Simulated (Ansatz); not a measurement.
Consider the formal exchange of groups at a Ge–C bond: `[CH3][GeH]([Cl])[Cl]` + `C1=COCC1` → `[Cl][GeH2][Cl]` + `CC1C=COC1`.

Calculated with Ansatz (gas phase, PBE0-D4/def2-TZVP geometries, no zero-point term in ΔE). CCSD(T)/CBS adds triple-zeta CCSD(T) − MP2 to the extrapolated MP2 energy (def2 sets, frozen cores). Functionals use def2-TZVPP. B3LYP here is the variant with VWN-RPA as its local correlation; programs differ in this. For Ge outer-core shells are correlated without core-valence functions, which leaves a few kJ/mol of doubt a bond. Scalar relativity is left out up to krypton.

Problem. Is it downhill or uphill in electronic energy at CCSD(T)/CBS, and by how much? (Estimate.)

Solution. The calculation gave: Uphill: ΔE = +42.3 kJ/mol.

Problem. What do these levels give: PBE0-D4, ωB97M-V, PBE, PBE0, B3LYP, MP2/def2-TZVPP, SCS-MP2/def2-TZVPP, CCSD/def2-TZVPP, CCSD(T)/def2-TZVPP, HF/CBS(def2), MP2/CBS(def2), CCSD/CBS(def2)? (Estimate.)

Solution. Ansatz gave: PBE0-D4 41.2, ωB97M-V 41.2, PBE 42.2, PBE0 42.0, B3LYP 43.0, MP2/def2-TZVPP 43.3, SCS-MP2/def2-TZVPP 41.3, CCSD/def2-TZVPP 41.7, CCSD(T)/def2-TZVPP 41.5, HF/CBS(def2) 39.2, MP2/CBS(def2) 44.2, CCSD/CBS(def2) 42.5 kJ/mol.

Largest T1 diagnostic among the species: 0.012.
